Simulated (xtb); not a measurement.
Sb(H)2(OH) (H3OSb), SMILES [OH][SbH2]. All values are semi-empirical tight-binding results from xtb (GFN2-xTB unless named), good for trends rather than for accurate numbers. The structure is a stationary point at GFN2-xTB.

Optimised geometry:

```xyz
5

Sb    -0.1444    -0.1827     0.1762
H     -1.5450     0.1098    -0.7486
H      0.2817    -1.3786    -0.9283
O      0.9384     1.0861    -0.8642
H      1.1188     1.8981    -0.3947
```
Charge 0, spin multiplicity 1.

For metal compounds this method's bond lengths and energies can be far off.

| Quantity | Result |
|---|---|
| orbital gap | 4.75 eV |
| zero-point energy | 15.0 kcal/mol |
| G − E(el) at 298.15 K (modified RRHO) | -1.8 kcal/mol |

Problem. Give the atomic charges and the Wiberg bond orders between heavy atoms. (An estimate is asked for; the answer gives what the named calculation found.)

Solution. charges (e) Sb1 0.33, H2 -0.07, H3 -0.04, O4 -0.51, H5 0.29. Bond orders Sb1–O4 1.15.
